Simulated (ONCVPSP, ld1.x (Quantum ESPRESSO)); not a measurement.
## Hardness and transferability of assorted potentials

Generated with ld1.x 7.5 (TM, RRKJ, ultrasoft, PAW), atompaw 4.2 or ONCVPSP 4.0.1. The cutoff is in Ry: for ld1.x and atompaw files where the sum of valence levels is converged to 10 mRy in a Bessel basis, for ONCV files where the hardest occupied wave has 1 mHa per electron of residual kinetic energy. The error is the largest all-electron minus pseudo excitation energy over each file’s own four to seven test configurations (ionisations up to +4, promotions, holes and added fractions of an electron), all of which were solved. The labels leave out finer settings (local radius, basis sizes, second energies), which also bear on the numbers. Spin-polarised tests are not counted. The rows are a selection from randomly drawn settings: files with unsolved tests, undetermined cutoffs or missed reference levels are left out.

A true bound ghost makes a file unfit for plane-wave use even where its test errors are small: the radial tests pick states by their node count and pass the ghost by.

```tsv
element	potential	cutoff (Ry)	largest error (meV)	bound ghosts
Br	ONCV, LDA (Perdew-Zunger), scalar-relativistic, rc 1.55/1.20/0.65/1.70 (spdf), local smoothed, core correction yes, reference 3d10 4s1.75 4p5.25, qcut 3.4/7.9/26.2/6.8, projectors 2/2/2/2	509	-7.8	s, p
Sn	TM, PBEsol, scalar-relativistic, rc 1.85/2.00/1.75 (spd), local s, core correction yes, reference 4d10 5s2 5p0.5	80	-329	none
Ce	ONCV, LDA (Perdew-Zunger), scalar-relativistic, rc 2.20/1.65/2.60 (spd), local smoothed, core correction yes, reference 5s2 5p6 5d1 6s2, qcut 4.5/4.3/3.5, projectors 2/2/1	66	-30	none
Ir	ONCV, PW91, scalar-relativistic, rc 1.40/1.55/2.20 (spd), local smoothed, core correction yes, reference 5s2 5p6 5d7 6s2, qcut 9.3/11/6.3, projectors 2/2/2	80	-141	none
Bi	ONCV, PBEsol, scalar-relativistic, rc 1.30/1.50/1.15 (spd), local smoothed, core correction yes, reference 5s2 5p6 5d10 6s2 6p3, qcut 8.9/11.7/9.2, projectors 2/2/2	82	-23	s
```

Fill in the row for Sc: ONCV, LDA (Perdew-Wang 92), scalar-relativistic, rc 1.55/1.05/2.35/2.30 (spdf), local smoothed, core correction yes, reference 3s2 3p6 3d1 4s1, qcut 6.1/8/7.8/4.8, projectors 2/2/2/3.

cutoff 62 Ry, largest error +171 meV, bound ghosts: none.

Fill in the row for Mn: ONCV, PBE, scalar-relativistic, rc 2.50/2.10/1.60 (spd), local smoothed, core correction yes, reference 3d6 4s1, qcut 2.4/3.5/11.9, projectors 2/2/2.

cutoff 94 Ry, largest error -93 meV, bound ghosts: none.
